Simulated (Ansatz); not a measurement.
H₆NPSi₂ (`[SiH3]N1[SiH2]P1`), relaxed with RKS PBE-D4/def2-SVP in Ansatz 0.2.0 from a rough embedded geometry. The force threshold is 0.03 eV/Å; the program also tests the step.

The species carries charge 0 and has multiplicity 1.

Start:

```xyz
10

Si    1.410   -0.172    0.153
N    -0.143    0.165    0.452
Si   -0.834    0.793   -0.871
P    -1.102   -1.072    1.014
H     1.628   -1.178   -0.946
H     2.165    1.092   -0.259
H     2.131   -0.650    1.398
H    -0.967   -0.109   -1.975
H    -2.176    1.469   -0.550
H    -2.111   -0.338    1.585
```

```json
{"step": "1", "energy (eV)": "-26605.7922", "largest force (eV/Å)": "4.171", "largest move (Å)": "0.000"}
{"step": "2", "energy (eV)": "-26606.8984", "largest force (eV/Å)": "2.329", "largest move (Å)": "0.166"}
{"step": "3", "energy (eV)": "-26607.5554", "largest force (eV/Å)": "0.962", "largest move (Å)": "0.196"}
{"step": "4", "energy (eV)": "-26607.8123", "largest force (eV/Å)": "1.875", "largest move (Å)": "0.200"}
{"step": "5", "energy (eV)": "-26608.0683", "largest force (eV/Å)": "1.368", "largest move (Å)": "0.195"}
{"step": "6", "energy (eV)": "-26608.1556", "largest force (eV/Å)": "0.858", "largest move (Å)": "0.192"}
{"step": "7", "energy (eV)": "-26608.2562", "largest force (eV/Å)": "0.422", "largest move (Å)": "0.200"}
{"step": "8 (rejected)", "energy (eV)": "-26608.2293", "largest force (eV/Å)": "0.625", "largest move (Å)": "0.200"}
{"step": "9", "energy (eV)": "-26608.2933", "largest force (eV/Å)": "0.117", "largest move (Å)": "0.100"}
{"step": "10", "energy (eV)": "-26608.3000", "largest force (eV/Å)": "0.047", "largest move (Å)": "0.089"}
{"step": "11", "energy (eV)": "-26608.3031", "largest force (eV/Å)": "0.107", "largest move (Å)": "0.113"}
{"step": "12", "energy (eV)": "-26608.3045", "largest force (eV/Å)": "0.093", "largest move (Å)": "0.036"}
{"step": "13", "energy (eV)": "-26608.3065", "largest force (eV/Å)": "0.160", "largest move (Å)": "0.162"}
{"step": "14", "energy (eV)": "-26608.3089", "largest force (eV/Å)": "0.075", "largest move (Å)": "0.025"}
{"step": "15", "energy (eV)": "-26608.3108", "largest force (eV/Å)": "0.062", "largest move (Å)": "0.068"}
{"step": "16", "energy (eV)": "-26608.3120", "largest force (eV/Å)": "0.047", "largest move (Å)": "0.054"}
{"step": "17", "energy (eV)": "-26608.3130", "largest force (eV/Å)": "0.118", "largest move (Å)": "0.082"}
{"step": "18", "energy (eV)": "-26608.3142", "largest force (eV/Å)": "0.081", "largest move (Å)": "0.047"}
{"step": "19", "energy (eV)": "-26608.3159", "largest force (eV/Å)": "0.064", "largest move (Å)": "0.058"}
{"step": "20", "energy (eV)": "-26608.3169", "largest force (eV/Å)": "0.073", "largest move (Å)": "0.090"}
{"step": "21", "energy (eV)": "-26608.3177", "largest force (eV/Å)": "0.081", "largest move (Å)": "0.044"}
{"step": "22", "energy (eV)": "-26608.3185", "largest force (eV/Å)": "0.057", "largest move (Å)": "0.015"}
{"step": "23", "energy (eV)": "-26608.3196", "largest force (eV/Å)": "0.050", "largest move (Å)": "0.052"}
{"step": "24", "energy (eV)": "-26608.3201", "largest force (eV/Å)": "0.032", "largest move (Å)": "0.060"}
{"step": "25", "energy (eV)": "-26608.3203", "largest force (eV/Å)": "0.021", "largest move (Å)": "0.038"}
```

End:

```xyz
10

Si    1.656   -0.196    0.218
N    -0.043   -0.244   -0.178
Si   -1.459    0.580   -0.756
P    -1.389   -1.331    0.385
H     2.231   -1.586    0.135
H     2.340    0.711   -0.768
H     1.911    0.325    1.613
H    -1.705    0.585   -2.234
H    -1.860    1.864   -0.090
H    -1.683   -0.708    1.676
```

It took 39 s on 2 threads of an Intel Xeon Platinum 8375C on a shared host, with 0.16 GiB of host memory at the peak.
